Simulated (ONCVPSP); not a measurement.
# V (Z = 23): excitation energies, all-electron against ONCV

vanadium, optimised norm-conserving Vanderbilt (ONCV), made with ONCVPSP 4.0.1 (PBE, scalar-relativistic). Core [Ar], reference 3d3 4s2. Waves: 4s: rc 2.30 bohr, ncon 4, nbas 8, qcut 3.3 1/bohr, 2 projectors, debl 1.7 Ha; p scattering state at 0.25 Ha: rc 2.50 bohr, ncon 3, nbas 8, qcut 3.6 1/bohr, 3 projectors, debl 2.4 Ha; 3d: rc 1.10 bohr, ncon 5, nbas 8, qcut 7.5 1/bohr, 3 projectors, debl 1.2 Ha; f scattering state at 0.24 Ha: rc 1.90 bohr, ncon 3, nbas 6, qcut 5.4 1/bohr, 3 projectors, debl 3.6 Ha. Local part: polynomial inside 0.75 bohr (lpopt 1, dvloc0 0 Ha). Core correction: none.

In the p channel the program set the typed energies aside and used 0.050, 2.450, 4.850 Ha.

Energies are relative to the spin-unpolarised reference configuration 3d3 4s2; without spin polarisation the order of configurations can differ from experiment.

```tsv
valence configuration	charge	ΔE all-electron (eV)	error AE − PS (meV)
3d3 4s1	+1	7.735	+6.8
3d4 4s0	+1	7.197	-136
```

Question: What are ΔE and the potential's error for 3d3 4s0?

Answer: ΔE = 22.031 eV all-electron; the error (AE − PS) is +159 meV.

Question: What are ΔE and the potential's error for 3d2 4s0?

Answer: ΔE = 50.928 eV all-electron; the error (AE − PS) is +343 meV.

Levels in the configuration 3d4 4s0:

```tsv
level	all-electron (eV)	pseudo (eV)
3d	-8.988	-8.773
```

Note: ghosts flagged at negative energy: s at -145.9 eV, d at -351.3 eV; GHOST(+) flagged for p at 87.2 eV. A true bound ghost makes a file unfit for plane-wave use.
